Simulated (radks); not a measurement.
Polarisabilities and homonuclear dispersion coefficients (atomic units). Code: a radial shooting solver on a logarithmic mesh with Libxc functionals. Model: non-relativistic Kohn-Sham, exchange-only LDA, spin-polarised, spherical densities, point nucleus; open shells are filled with parallel spins first. Response by self-consistent Sternheimer equations with the Hartree and adiabatic exchange-only LDA kernel. "Uncoupled" leaves out the induced potential. Quadrupole and octupole values are given only where no p, d or f shell is open. The Sternheimer factor gamma scales a distant field gradient at the nucleus by 1 - gamma.

| species | configuration | alpha1 (bohr^3) | alpha1, uncoupled | alpha2 (bohr^5) | alpha3 (bohr^7) | C6 | C8 | Sternheimer gamma | recommended alpha1 |
|---|---|---|---|---|---|---|---|---|---|
| K | [Ar] 4s1 | 297.4 | 361.8 | 7491 | 281100 | 4021 | 592300 | -4.18 | 289.7 +/- 0.3 |
| K+ | [Ar] | 5.918 | 9.182 | 19.41 | 135.8 | 25.70 | 464.1 | -20.7 | - |
| K2+ | [Ne] 3s2 3p5 | 4.090 | 6.551 | - | - | 14.10 | - | - | - |
| K3+ | [Ne] 3s2 3p4 | 3.053 | 5.016 | - | - | 8.349 | - | - | - |
| K4+ | [Ne] 3s2 3p3 | 2.425 | 4.014 | - | - | 5.211 | - | - | - |
| K5+ | [Ne] 3s2 3p2 | 1.991 | 3.347 | - | - | 3.380 | - | - | - |
| K6+ | [Ne] 3s2 3p1 | 1.682 | 2.848 | - | - | 2.239 | - | - | - |

Recommended values: Schwerdtfeger and Nagle, table of static dipole polarisabilities (2023 update), measured or computed.
